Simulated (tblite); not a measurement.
Species: C7H13B.
Atom-mapped SMILES: `[CH:1]#[C:2][CH2:3][C@H:4]([CH3:5])[CH2:6][BH:7][CH3:8]` (hydrogens: H9 on C1; H10, H11 on C3; H12 on C4; H13, H14, H15 on C5; H16, H17 on C6; H18 on B7; H19, H20, H21 on C8)

Computed with GFN2-xTB (tblite), gas phase: L-BFGS steps from a force-field or distance-geometry start until the largest atomic force falls under 0.01 eV/Å.

Step 3: E = -619.4987 eV
```
atom  x, y, z in Å  |  force x, y, z in eV/Å
C1      3.5243    1.2767    0.3618   -0.299  -0.282  -0.192
C2      2.8036    0.4735   -0.1654    0.158   0.184   0.122
C3      1.9392   -0.5149   -0.7852   -0.157  -0.006   0.045
C4      0.5525   -0.5925   -0.1023   -0.039   0.155  -0.060
C5     -0.2108   -1.8276   -0.6017    0.134   0.178   0.063
C6     -0.2750    0.7005   -0.3442   -0.027  -0.229  -0.032
B7     -1.5627    0.7902    0.5667    0.008  -0.053   0.044
C8     -2.9997    0.8645   -0.0699    0.188  -0.005   0.145
H9      4.1484    1.9866    0.8192   -0.028  -0.037  -0.027
H10     1.8103   -0.2719   -1.8459    0.011   0.032   0.054
H11     2.4304   -1.4957   -0.7269   -0.049   0.117   0.041
H12     0.7122   -0.7129    0.9757    0.011   0.085  -0.033
H13     0.3641   -2.7325   -0.4106    0.025   0.012  -0.035
H14    -0.3994   -1.7567   -1.6711   -0.009   0.005   0.001
H15    -1.1629   -1.9251   -0.0845    0.003   0.086  -0.018
H16    -0.5390    0.7622   -1.4053    0.186  -0.063   0.024
H17     0.3542    1.5713   -0.1202    0.074  -0.190  -0.016
H18    -1.4516    0.7867    1.7344    0.091  -0.028   0.021
H19    -3.7748    0.9107    0.6876   -0.182   0.017  -0.088
H20    -3.1773   -0.0156   -0.6902   -0.050   0.141  -0.031
H21    -3.0951    1.7394   -0.7138   -0.049  -0.120  -0.028
```

Step 4: E = -619.5092 eV
```
atom  x, y, z in Å  |  force x, y, z in eV/Å
C1      3.5208    1.2743    0.3600   -0.047  -0.002  -0.008
C2      2.8033    0.4728   -0.1659   -0.074  -0.041  -0.017
C3      1.9359   -0.5137   -0.7824   -0.087   0.044  -0.058
C4      0.5511   -0.5890   -0.1054    0.037   0.038   0.142
C5     -0.2068   -1.8227   -0.5992    0.002   0.052  -0.056
C6     -0.2769    0.6943   -0.3439    0.019  -0.023  -0.019
B7     -1.5628    0.7885    0.5680    0.093  -0.059   0.058
C8     -2.9935    0.8643   -0.0656   -0.053   0.017   0.104
H9      4.1460    1.9837    0.8173   -0.030  -0.043  -0.032
H10     1.8108   -0.2714   -1.8432   -0.001   0.041   0.022
H11     2.4285   -1.4910   -0.7260   -0.033   0.033   0.058
H12     0.7124   -0.7101    0.9737    0.003   0.090  -0.042
H13     0.3633   -2.7301   -0.4123    0.070  -0.008  -0.002
H14    -0.3994   -1.7570   -1.6687    0.005   0.027  -0.010
H15    -1.1608   -1.9225   -0.0865   -0.007   0.094   0.017
H16    -0.5327    0.7604   -1.4040    0.116  -0.068  -0.059
H17     0.3559    1.5646   -0.1214    0.038  -0.187   0.004
H18    -1.4490    0.7860    1.7339    0.094  -0.029   0.058
H19    -3.7791    0.9111    0.6829   -0.124   0.016  -0.054
H20    -3.1788   -0.0087   -0.6897   -0.019   0.037  -0.058
H21    -3.0970    1.7333   -0.7133   -0.004  -0.030  -0.049
```

Step 5: E = -619.5139 eV
```
atom  x, y, z in Å  |  force x, y, z in eV/Å
C1      3.5180    1.2730    0.3588    0.017   0.067   0.038
C2      2.8017    0.4716   -0.1665   -0.114  -0.063  -0.037
C3      1.9328   -0.5122   -0.7816   -0.026   0.028  -0.071
C4      0.5510   -0.5867   -0.1050    0.036  -0.036   0.132
C5     -0.2047   -1.8194   -0.5985   -0.042  -0.031  -0.072
C6     -0.2778    0.6908   -0.3439    0.025   0.043  -0.025
B7     -1.5612    0.7866    0.5697    0.069  -0.047   0.045
C8     -2.9911    0.8645   -0.0616   -0.127   0.013   0.035
H9      4.1440    1.9812    0.8156   -0.018  -0.029  -0.023
H10     1.8110   -0.2704   -1.8414   -0.020   0.049  -0.026
H11     2.4268   -1.4878   -0.7245   -0.030  -0.006   0.056
H12     0.7126   -0.7070    0.9721    0.011   0.078   0.021
H13     0.3638   -2.7286   -0.4134    0.072   0.002   0.010
H14    -0.3993   -1.7567   -1.6676    0.014   0.045  -0.025
H15    -1.1594   -1.9195   -0.0874   -0.011   0.089   0.031
H16    -0.5272    0.7582   -1.4043    0.072  -0.070  -0.086
H17     0.3575    1.5576   -0.1221    0.048  -0.123   0.026
H18    -1.4459    0.7850    1.7346    0.098  -0.033   0.077
H19    -3.7835    0.9116    0.6792   -0.100   0.017  -0.012
H20    -3.1800   -0.0040   -0.6903    0.002  -0.014  -0.052
H21    -3.0981    1.7292   -0.7137    0.025   0.020  -0.044
```

Task: Estimate the geometry and energy of step 6. (The exact step hangs on the optimiser's Hessian estimate; all steps are aligned on step 5, rigid shifts and turns removed.)

Result: E = -619.5178 eV, largest force 0.131 eV/Å
```
atom  x, y, z in Å  |  force x, y, z in eV/Å
C1      3.5150    1.2720    0.3579    0.026   0.073   0.042
C2      2.7991    0.4704   -0.1671   -0.095  -0.028  -0.026
C3      1.9297   -0.5107   -0.7819    0.023   0.004  -0.052
C4      0.5513   -0.5854   -0.1033    0.008  -0.087   0.054
C5     -0.2033   -1.8172   -0.5986   -0.054  -0.078  -0.043
C6     -0.2781    0.6881   -0.3445    0.014   0.052  -0.024
B7     -1.5589    0.7840    0.5719   -0.005  -0.024   0.019
C8     -2.9911    0.8648   -0.0580   -0.128   0.004  -0.028
H9      4.1422    1.9788    0.8139   -0.004  -0.012  -0.011
H10     1.8107   -0.2685   -1.8407   -0.039   0.046  -0.058
H11     2.4247   -1.4851   -0.7222   -0.027  -0.032   0.040
H12     0.7131   -0.7029    0.9719    0.020   0.055   0.078
H13     0.3656   -2.7272   -0.4142    0.049   0.019   0.011
H14    -0.3990   -1.7554   -1.6675    0.022   0.055  -0.026
H15    -1.1586   -1.9151   -0.0876   -0.004   0.071   0.029
H16    -0.5210    0.7548   -1.4062    0.036  -0.064  -0.083
H17     0.3601    1.5497   -0.1220    0.066  -0.038   0.041
H18    -1.4413    0.7836    1.7369    0.097  -0.037   0.067
H19    -3.7897    0.9124    0.6763   -0.068   0.016   0.012
H20    -3.1809   -0.0004   -0.6918    0.016  -0.037  -0.025
H21    -3.0984    1.7262   -0.7149    0.047   0.044  -0.017
```

The energy changes by -0.0040 eV. The first-order estimate −F·Δx gives -0.0054 eV and the mean of the old and new forces, exact on a quadratic surface, -0.0039 eV. The step makes an angle of 50° with the force vector and moves no atom by more than 0.008 Å.

What follows is the cost of the whole relaxation. Hardware: one thread, Arm Neoverse N1 (aarch64), shared host. Cost: 1.6 s wall.
